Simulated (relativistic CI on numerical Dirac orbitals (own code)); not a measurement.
**Transition arrays of Pm²³⁺**

Method of calculation: Dirac-Coulomb-Breit CI, orbitals from a KLI potential per configuration, a model potential for QED, valence Slater integrals scaled by 0.9, whole transition arrays (own radial code, finite nucleus).

Configuration list (outside the closed core [Ar] 3d10 4s2): 4p6 4d2, 4p6 4d 4f, 4p5 4d3, 4p6 4d 5p, 4p6 4d 5f. Levels of other configurations are missing.

All E1 lines from the levels of 4p6 4d2; mean and standard deviation are weighted by gf, and upper levels are sorted by their leading configuration.

```
Upper configuration  Lines    Σgf  Mean (eV)  Mean (nm)  σ (eV)  Strongest line (nm)
          4p6 4d 4f     39   47.6     153.98      8.052    6.50                7.911
            4p5 4d3    508  191.9     156.07      7.944   10.88                7.727
          4p6 4d 5p     60    9.4     259.49      4.778    3.73                4.742
          4p6 4d 5f     81   19.1     368.59      3.364    3.26                3.373
```

Σgf per state of the lower configuration in bins of 0.2 nm over the central range (centre: value): 3.3: 0.40, 4.7: 0.12, 4.9: 0.08, 7.5: 0.31, 7.7: 2.47, 7.9: 1.20, 8.1: 0.68, 8.3: 0.05, 8.7: 0.03, 8.9: 0.03, 9.1: 0.10, 9.3: 0.04, 9.5: 0.09, 9.7: 0.07, 9.9: 0.03.

Problem. How do configuration mixing and the scaling of the Slater integrals move the arrays?

Solution. Slater scale 0.9, no configuration mixing: 4p6 4d 4f 141.6 ± 4.7 eV (Σgf 55.7), 4p5 4d3 148.7 ± 13.6 eV (Σgf 169.0), 4p6 4d 5p 259.6 ± 3.7 eV (Σgf 10.5), 4p6 4d 5f 368.6 ± 3.3 eV (Σgf 19.6); Slater scale 1: 4p6 4d 4f 156.9 ± 5.7 eV (Σgf 47.8), 4p5 4d3 158.9 ± 10.9 eV (Σgf 196.1), 4p6 4d 5p 259.5 ± 3.8 eV (Σgf 9.2), 4p6 4d 5f 368.6 ± 3.4 eV (Σgf 19.1); Slater scale 0.8: 4p6 4d 4f 151.0 ± 6.8 eV (Σgf 49.5), 4p5 4d3 153.3 ± 10.9 eV (Σgf 185.5), 4p6 4d 5p 259.5 ± 3.6 eV (Σgf 9.5), 4p6 4d 5f 368.6 ± 3.2 eV (Σgf 19.1). With mixing, levels are counted to their leading configuration, so an array can shrink or vanish into another, and the sums then hold other lines.
